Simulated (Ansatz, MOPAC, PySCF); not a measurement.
Complex: CH4O (SMILES CO) (first 6 atoms) with CH4S (SMILES CS); geometry from B3LYP-D3(BJ)/def2-TZVP, rigid monomers moved along the line of their centres of mass till O2···H12 is 3.18 Å.
(charge 0, multiplicity 1):
```xyz
12

C     -0.290    -0.545     0.090
O     -0.200     0.768     0.635
H     -1.268    -0.730    -0.365
H     -0.151    -1.235     0.921
H      0.492    -0.733    -0.652
H     -0.278     1.410    -0.077
C     -1.165    -0.051     4.837
S      0.617    -0.410     4.700
H     -1.682    -0.303     3.914
H     -1.549    -0.672     5.644
H     -1.336     0.995     5.081
H      0.830     0.345     3.610
```

Monomers are frozen at their geometry in the pair; levels with a basis set take the counterpoise correction. Rows marked so take none.

Cores are frozen in the correlated methods. Rows in 3-21G, 6-31G* carry no dispersion term and start afresh at each structure (6-31G* with six Cartesian d functions). MP2/6-31G* freezes PySCF's default core. The state reached by PM3, PM6 isn't checked.

The values were computed with Ansatz (an electronic-structure program); MOPAC for PM3, PM6 (differences of heats of formation); PySCF for 3-21G rows, 6-31G* rows, the dispersion terms. Each number belongs to the level named beside it.

Other levels give for the interaction energy: PBE/def2-TZVPPD -5.4; B3LYP/def2-TZVPPD -3.6; B3LYP-D3(BJ)/def2-TZVPPD -6.9; wB97M-V/def2-TZVPPD -6.9; CCSD(T)/aug-cc-pV(D+d)Z -6.8 kJ/mol.

Common cheap choices:

```json
[
 {"level": "PM3", "interaction energy (kJ/mol)": "-3.2"},
 {"level": "PM6", "interaction energy (kJ/mol)": "-5.1"},
 {"level": "HF/3-21G (no counterpoise)", "interaction energy (kJ/mol)": "-7.5"},
 {"level": "HF/6-31G* (no counterpoise)", "interaction energy (kJ/mol)": "-5.7"},
 {"level": "B3LYP/3-21G (no counterpoise)", "interaction energy (kJ/mol)": "-7.6"},
 {"level": "B3LYP/6-31G*", "interaction energy (kJ/mol)": "-4.1"},
 {"level": "B3LYP/6-31G* (no counterpoise)", "interaction energy (kJ/mol)": "-5.9"},
 {"level": "MP2/6-31G* (no counterpoise)", "interaction energy (kJ/mol)": "-8.0"}
]
```
